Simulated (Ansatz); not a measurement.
`O[SiH](O)O` + `N[Si](F)(F)F` → `O[SiH](O)N[Si](F)(F)F` + H₂O  (ligand exchange at the Si–O bond)

Gas-phase electronic energies from Ansatz, PBE0-D4/def2-TZVP geometries. CBS: MP2 limit from def2 TZ/QZ plus the TZ coupled-cluster correction, frozen cores. This one scheme is used for every species. Functionals use def2-TZVPP. Each species was taken in one conformer, which may not be the lowest.

`O[SiH](O)O`:

Z-matrix (Å, degrees):
```
Si
O 1 1.641
O 1 1.633 2 105.0
O 1 1.630 2 114.4 3 -119.5
H 1 1.476 2 110.6 3 122.9
H 2 0.958 1 117.9 3 -173.6
H 3 0.958 1 116.6 2 25.4
H 4 0.959 1 117.6 2 72.3
```

`N[Si](F)(F)F`:

Z-matrix (Å, degrees):
```
Si
F 1 1.578
F 1 1.574 2 105.7
N 1 1.672 2 115.9 3 -121.6
F 1 1.574 2 105.8 3 116.9
H 4 1.005 1 122.2 2 79.8
H 4 1.005 1 122.2 2 -80.3
```

`O[SiH](O)N[Si](F)(F)F`:

Cartesian coordinates in Å:
```
O -0.566 -1.737 0.469
Si 0.125 -0.936 -0.772
O -0.764 -0.820 -2.141
N 0.354 0.704 -0.291
Si 0.314 1.343 1.263
F -1.001 0.928 2.034
F 0.365 2.915 1.187
F 1.503 0.868 2.177
H -1.362 -1.379 0.867
H 1.374 -1.675 -1.039
H -0.803 -1.587 -2.714
H 0.463 1.376 -1.038
```

H₂O:

```xyz
3

O     0.286   -0.121    0.234
H    -0.215   -0.645   -0.395
H    -0.071    0.766    0.161
```

CCSD(T)/CBS gives +0.35 eV.

Another level gave +0.36 eV. Which?
A. BHLYP-D4/def2-TZVPP
B. r2SCAN/def2-TZVPP
C. revPBE-D4/def2-TZVPP
D. BHLYP/def2-TZVPP

A. BHLYP-D4 0.36, BHLYP 0.48, r2SCAN 0.41, revPBE-D4 0.28 eV.

Largest T1 diagnostic among the species: 0.012.

The D4 term adds −0.12 eV with B3LYP and −0.07 eV with PBE0; it sums over pairs of atoms, weighted by their polarisabilities, and B3LYP, whose exchange is more repulsive, gets the larger term. Leaving LDA and LC-ωPBE aside and taking each functional with its dispersion term where it has one, the values, not all of them listed here, spread over 0.16 eV, from revPBE-D4 to B2PLYP. In def2-TZVPP, CCSD(T) changes the Hartree–Fock value by −0.16 eV (the triples alone add −0.02 eV) and MP2 by −0.16 eV.

B3LYP here is the variant with VWN-RPA as its local correlation; programs differ in this.
